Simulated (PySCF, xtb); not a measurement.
H8N3Si3, SMILES N1[SiH]N[SiH2]N[SiH2]1 (connectivity only; charge and spin as stated), charge +1, multiplicity 1.

Harmonic wavenumbers (cm⁻¹) from GFN2-xTB (xtb) at its own minimum, in rising order: 57, 70, 133, 236, 246, 392, 406, 406, 446, 455, 482, 514, 528, 548, 558, 603, 640, 661, 687, 751, 754, 797, 977, 987, 1080, 1150, 1177, 1211, 2276, 2284, 2310, 2314, 2486, 3426, 3431, 3459.

Task: What does PySCF with ωB97X-D3(BJ)/def2-SVP give at its own minimum? (Estimate from the structure and the level; the computed values follow.)

Result: 87, 116, 206, 285, 313, 329, 495, 511, 512, 606, 611, 624, 632, 668, 730, 746, 809, 811, 859, 938, 958, 964, 967, 991, 1097, 1184, 1218, 1221, 2314, 2319, 2337, 2339, 2348, 3593, 3594, 3626. Paired by order, the mean absolute difference is 96 cm⁻¹ and the zero-point energies are 55.7 and 60.0 kcal/mol.
